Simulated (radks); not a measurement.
Question: The vanadium ion V8+, 15 electrons, occupied as [Ne] 3s2 3p3 (the NIST ground configuration). Method: scalar-relativistic Kohn-Sham, PBE, spin-polarised, spherical densities, finite nucleus; open shells are filled with parallel spins first; Fermi nuclear charge, rms radius 3.6002 fm; computed with a radial shooting solver on a logarithmic mesh with Libxc functionals. Some entries of the table are withheld. Estimate them.

orbital,occ.,eigenvalue (eV),r(max) (bohr),<r> (bohr)
1s up,1,-5542.901,0.04349,0.06644
1s down,1,-5541.322,0.04349,0.06643
2s up,1,-775.8824,0.2550,0.3069
2s down,1,-774.5437,0.2551,0.3067
2p up,3,-677.5137,0.2074,0.2725
2p down,3,-675.5915,0.2077,0.2724
3s up,1,-220.1744,0.7765,(1)
3s down,1,-212.5086,0.7764,(2)
3p up,3,-192.0221,0.7800,0.8673
3p down,0,-184.5589,0.7802,0.8740
3d up,0,-149.4170,0.7115,0.8572
3d down,0,-142.8585,0.7033,0.8622
4s up,0,-96.1653,1.737,1.782
4s down,0,-93.5301,1.754,1.805

Answer: 
(1) 3s up <r> (bohr): 0.8527
(2) 3s down <r> (bohr): 0.8576
